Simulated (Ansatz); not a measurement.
Basis-set extrapolation for C₂H₅BO₃, SMILES `C=C(O)B(O)O` (PBE0-D4/def2-TZVP geometry, frozen core, the Gaussian-basis code of Ansatz). Multiplicity 1, RHF reference.

```
                      def2-TZVPP   def2-QZVPP
                 HF  -328.166098  -328.181314
    MP2 correlation    -1.129462    -1.215437
CCSD(T) correlation    -1.198708      not run
```

Energies in hartree. Use E(X) = E(∞) + A·exp(−7.88·√X) for Hartree–Fock and E(X) = E(∞) + B·X^(−2.97) for correlation, with X = 3 and 4, and add CCSD(T) minus MP2 of the smaller set to the MP2 limit.

Q: What is the CCSD(T) energy at the basis-set limit?

A: HF limit: -328.181314 + (-0.015216) × 0.13774 = -328.18341. MP2 limit: -1.215437 + (-0.085975) × 0.74074 = -1.27912. Higher-order term: -1.198708 − (-1.129462) = -0.06925. Total: -329.53178 hartree, 438.4 kJ/mol below CCSD(T)/def2-TZVPP.
